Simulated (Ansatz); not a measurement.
Species: chloro(dimethyl)borane, C2H6BCl (charge 0, singlet). 
Geometry from a B3LYP-D3(BJ)/def2-TZVP (Ansatz, a quantum-chemistry and plane-wave program) optimisation:
```xyz
10

C      1.4255    -0.9875    -0.4063
B      0.0192    -0.3520    -0.1827
C     -1.3160    -1.0184    -0.6351
Cl    -0.0670     1.2264     0.6367
H      1.3875    -2.0783    -0.4510
H      2.1747    -0.6750     0.3208
H      1.7812    -0.6533    -1.3905
H     -1.6549    -1.6609     0.1891
H     -2.1209    -0.3108    -0.8325
H     -1.1825    -1.6752    -1.4977
```

Parts of the frozen-core correlation energy in aug-cc-pV(T+d)Z (Ansatz, hartree). Frozen orbitals: 8; correlated occupied orbitals by spin: 12 and 12; virtual: 311 and 311. Spin-orbit coupling is left out. No relativistic terms.

```json
[
 {"term": "reference (HF)", "value": "-563.53357"},
 {"term": "MP2 opposite-spin", "value": "[?]"},
 {"term": "MP2 same-spin", "value": "[?]"},
 {"term": "CCSD correlation", "value": "-0.70481"},
 {"term": "(T)", "value": "[?]"},
 {"term": "T1 diagnostic", "value": "0.010"},
 {"term": "largest doubles amplitude", "value": "0.017"}
]
```

Problem. Complete the blanks.

Solution. 
- MP2 opposite-spin, value: -0.50894
- MP2 same-spin, value: -0.14762
- (T), value: -0.02914
